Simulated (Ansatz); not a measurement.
Saddle point of C2H5Ge, doublet (C₂H₂ (C#C) + GeH₃ → C₂H₅Ge ([CH][CH][GeH3]); bonds formed: C1–Ge3), PBE0-D4/def2-TZVP structure:

C1  (-1.057, 0.005, -1.027)
C2  (-0.473, -0.874, -1.623)
Ge3  (0.488, 0.462, 1.132)
H4  (-1.789, 0.742, -0.785)
H5  (0.152, -1.642, -2.019)
H6  (0.235, 1.314, 2.403)
H7  (1.725, 1.000, 0.389)
H8  (0.718, -1.008, 1.529)
(Å)

Energies are electronic, without zero-point energy. Barriers and step energies count from the start structure reached by relaxing down the imaginary mode; all methods use the PBE0-D4 structures, on which another method's saddle can fall below an end. Program: Ansatz 0.2.0. Basis: def2-TZVPP, with def2-QZVPP for the basis limit. Cores are frozen in the correlated methods; orbitals are unrestricted. Filled d shells of the heavier atoms are correlated. The def2 sets are not built for correlating such inner shells, so the correlated values are less sure here. B3LYP uses VWN-RPA correlation. Extrapolation: Hartree–Fock as exp(−7.88 √X), correlation as X^−2.97.

| method | barrier (eV) | step energy (eV) |
| --- | --- | --- |
| SPW92 | -0.081 | -1.045 |
| PBE-D4 | 0.038 | -0.851 |
| BLYP-D4 | 0.076 | -0.668 |
| r2SCAN-D4 | 0.087 | -0.930 |
| B97M-V | ? | -0.885 |
| PBE0-D4 | ? | -0.924 |
| B3LYP-D4 | 0.138 | -0.736 |
| r2SCAN0-D4 | 0.133 | -0.970 |
| BHLYP-D4 | 0.215 | -0.833 |
| CAM-B3LYP-D4 | ? | -0.770 |
| wB97X-V | 0.200 | -0.859 |
| wB97M-V | 0.211 | -0.689 |
| B2PLYP | 0.226 | -0.668 |
| PBE-QIDH | 0.232 | -0.853 |
| RPA on PBE | 0.264 | -0.718 |
| HF | 0.421 | -0.821 |
| MP2 | 0.570 | -0.390 |
| CCSD | 0.282 | -0.727 |
| CCSD(T) | 0.250 | -0.717 |

Task: Fill in the withheld barriers. (An estimate is asked for; the value comes from the calculation.)

Result: Computed: B97M-V 0.126; PBE0-D4 0.115; CAM-B3LYP-D4 0.204 eV. Each is the energy of the saddle less that of the start structure, by the same method.

For comparison, the barrier by CCSD(T) at an estimated basis limit (MP2 extrapolated from triple and quadruple zeta, plus CCSD(T) − MP2 in triple zeta) is 0.237 eV.

The T1 diagnostic stays at or below 0.030. ⟨S²⟩ of the unrestricted Hartree–Fock references: 0.75 to 0.93 (a pure state has 0.75). The unrestricted reference is spin-contaminated, which hurts MP2 most.

Radical steps of this kind take place in plasma deposition and etching.

Labels in which every atom is bracketed show which atoms are joined, not bond orders.

For scale, one of the runs: CCSD(T)/def2-TZVPP, 180 basis functions, launched by `ansatz run in.yaml --threads 4 --pin off --events-out ev --progress --plain --max-ram 9574MiB`. Time: 2.1 min of wall clock on 4 CPU threads of an Arm Neoverse V2; the host was shared. Peak host memory: 4.5 GiB.
